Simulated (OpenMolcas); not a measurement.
# Co I: effect of the active space

```
Program             : OpenMolcas 26.06
Method              : CASSCF
Basis               : ANO-L-VTZP
Scalar Hamiltonian  : non-relativistic, point nucleus
Spin-orbit coupling : state interaction with AMFI integrals over the reference wave functions, term energies averaged over their components
```

A. 7 electrons in 5 orbitals (3d); 2S+1 = 4 even, 10 roots; 2S+1 = 2 even, 40 roots (35 in the spin-orbit step); cost about 11 core-seconds
B. 9 electrons in 6 orbitals (3d 4s); 2S+1 = 4 even, 20 roots; 2S+1 = 2 even, 43 roots kept (CI in the orbitals of an earlier block); cost roughly 15 core-seconds

Energies in cm⁻¹ above 3d⁷ 4s² ⁴F_9/2, the measured ground level; measured values from NIST Handbook of Basic Atomic Spectroscopic Data.

```json
{"Level": "3d⁷ 4s² ⁴F_9/2", "A": "0.0", "B": "0.0", "Measured": "0.0"}
{"Level": "3d⁷ 4s² ⁴F_7/2", "A": "828", "B": "779", "Measured": "816"}
{"Level": "3d⁷ 4s² ⁴F_5/2", "A": "1441", "B": "1353", "Measured": "1407"}
{"Level": "3d⁷ 4s² ⁴F_3/2", "A": "1863", "B": "1748", "Measured": "1809"}
{"Level": "3d⁷ 4s² ²G_9/2", "A": "18928", "B": "17926", "Measured": ""}
{"Level": "3d⁷ 4s² ⁴P_5/2", "A": "18990", "B": "18061", "Measured": "13795"}
{"Level": "3d⁷ 4s² ⁴P_3/2", "A": "19269", "B": "18320", "Measured": "14036"}
{"Level": "3d⁷ 4s² ⁴P_1/2", "A": "19649", "B": "18679", "Measured": "14399"}
{"Level": "3d⁷ 4s² ²G_7/2", "A": "19715", "B": "18679", "Measured": ""}
{"Level": "3d⁷ 4s² ²P_3/2", "A": "25030", "B": "23633", "Measured": ""}
{"Level": "3d⁷ 4s² ²H_11/2", "A": "25159", "B": "23904", "Measured": ""}
{"Level": "3d⁷ 4s² ²P_1/2", "A": "25851", "B": "24407", "Measured": ""}
{"Level": "3d⁷ 4s² ²H_9/2", "A": "25852", "B": "24558", "Measured": ""}
{"Level": "3d⁷ 4s² ²D_5/2", "A": "27243", "B": "25674", "Measured": ""}
{"Level": "3d⁷ 4s² ²D_3/2", "A": "28467", "B": "26741", "Measured": ""}
```

Deviations, from unrounded energies. A percentage is the sum of absolute deviations over the sum of measured energies, with the sign that they share, or ± where signs differ.

```
                        Against measurement  Levels      A      B
             mean absolute deviation (cm-1)       6   2600   2200
      fine structure of the ground term (%)       3   +2.5   -3.8
other terms of the ground configuration (%)       3  +37.1  +30.4
```

B lies closest to measurement on these levels. The largest miss of B in the table is 3d⁷ 4s² ⁴P_3/2, by +4300 cm-1. The ranking rests on the paired levels alone, and a cruder setting can come out closer through cancelling errors.

The spin-orbit steps hold different terms of 3d⁷ 4s² (B lacks ²F), which shifts levels as well.

Between A and B the level of the table that moves most is 3d⁷ 4s² ²D_3/2, by 1700 cm-1 (lowest in B, highest in A).

Without dynamic correlation excited terms often stand tens of per cent too high (terms of higher spin than the ground term too low), and those without a measured partner can miss by more than the paired ones. Some high roots are left out of the spin-orbit mixing, which shifts the levels that they would mix with (holds for A). With the s shell closed, the reference lacks s² → p², s² → d² and s → d mixing, so excited terms can stand far too high and out of order, with CASPT2 too (holds for A). Terms from blocks run as CI alone lack orbitals of their own (holds for B). Measured partners are found by configuration, term and J. A level has none where our copy of the source lacks it or the pairing is in doubt (some pairs that miss far off the trend of their configuration count as doubtful), and it then counts in no deviation. Only configurations of the active space appear. Levels that lie high or do not pair safely by name in every column are left out.
